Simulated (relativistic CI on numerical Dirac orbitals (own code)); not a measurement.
# Cr5+: sensitivity of the levels to the model

Base calculation: Dirac-Coulomb-Breit CI, separate exchange-only KLI orbitals for each configuration, model QED (radiative potential, 1s self-energy scaled to tabulated hydrogen-like ionisation energies), valence Slater integrals scaled by 0.85, P86 correlation energy added to each configuration.

Configuration list (outside the closed core [Ne]): 3s2 3p6 3d, 3s2 3p5 3d2, 3s2 3p6 4s, 3s2 3p6 4p, 3s 3p6 3d2, 3s2 3p6 4d, 3s2 3p6 5s, 3s2 3p6 4f, 3s2 3p6 5p, 3s2 3p6 5d, 3s2 3p6 6s, 3s2 3p6 5f, 3s2 3p6 5g, 3s2 3p6 6p, 3s2 3p6 6d, 3s2 3p5 3d 4s, 3s2 3p6 7s, 3s2 3p6 7p, 3s2 3p5 3d 4p, 3s2 3p5 3d 4d, 3s2 3p5 3d 5s, 3s2 3p5 3d 4f, 3p6 3d3, 3p5 3d4. Double excitations out of closed p, d and f shells are left out; levels of such configurations are missing from the list, as are those of other unlisted configurations, and high levels can miss mixing partners. These lack a partner that the ground configuration has and come out too high: 3s2 3p5 3d 4s, 3s2 3p5 3d 4p, 3s2 3p5 3d 4d, 3s2 3p5 3d 5s, 3s2 3p5 3d 4f.

Variants: (1) valence Slater integrals scaled by 0.75; (2) no correlation estimate; (3) QED terms removed; (4) Breit term removed. Shifts of the energy above 3s2 3p6 3d 2D_3/2, in cm⁻¹, for the lowest level and the first level of each name with at least 55 % of one term (blank where a level changes its place among those of its configuration and J or its character, or is not in the variant):

| Level | Base | Δ(1) | Δ(2) | Δ(3) | Δ(4) | Measured |
| --- | --- | --- | --- | --- | --- | --- |
| 3s2 3p6 3d 2D_3/2 | 0 | 0 | 0 | 0 | 0 | 0 |
| 3s2 3p6 3d 2D_5/2 | 896 | 0 | 0 | -4 | +112 | 940 |
| 3s2 3p6 4s 2S_1/2 | 232366 | +382 | -6769 | -106 | -129 | 227858 |
| 3s2 3p6 4p 2P°_1/2 | 301391 | +320 | -7143 | -30 | -166 | 296573 |
| 3s2 3p6 4p 2P°_3/2 | 303159 | +322 | -7141 | -34 | -112 | 298397 |
| 3s2 3p5 3d2 4D°_1/2 | 329282 | +5585 | -930 | -1 | +363 |  |
| 3s2 3p5 3d2 4D°_3/2 | 329784 | +5571 | -930 | -2 | +393 |  |
| 3s2 3p5 3d2 4D°_5/2 | 330629 | +5548 | -930 | -5 | +453 |  |
| 3s2 3p5 3d2 4D°_7/2 | 331862 | +5526 | -930 | -9 | +571 |  |
| 3s2 3p5 3d2 4G°_11/2 | 345508 | +3625 | -928 | -3 | +562 |  |
| 3s2 3p5 3d2 4G°_9/2 | 346886 | +3555 | -928 | -3 | +497 |  |
| 3s2 3p5 3d2 4G°_7/2 | 348416 | +3512 | -928 | -5 | +468 |  |
| 3s2 3p5 3d2 4P°_5/2 | 348483 | +3394 | -927 | -3 | +463 |  |
| 3s2 3p5 3d2 4G°_5/2 | 349950 | +3477 | -928 | -7 | +460 |  |

At this charge configurations can still be misplaced by up to about 7 % of their energy. 33 of the 51 excited levels that our extract of the measured tables holds in this range could be paired (the sources list more); they are missed by 6490 cm⁻¹ on average and 8915 at most, and levels without a partner can miss by more.

Measured levels: Sugar and Corliss, J. Phys. Chem. Ref. Data 6, 317 (1977).

Ionisation energy from the two ground configurations alone: base 90.96 eV; no correlation estimate 89.58 eV. The NIST ASD value (measured) is 90.6349 eV.

LS names give the leading component of a level, which can be under half, so a name can repeat, a term be missing and a line seem to break the LS rules.
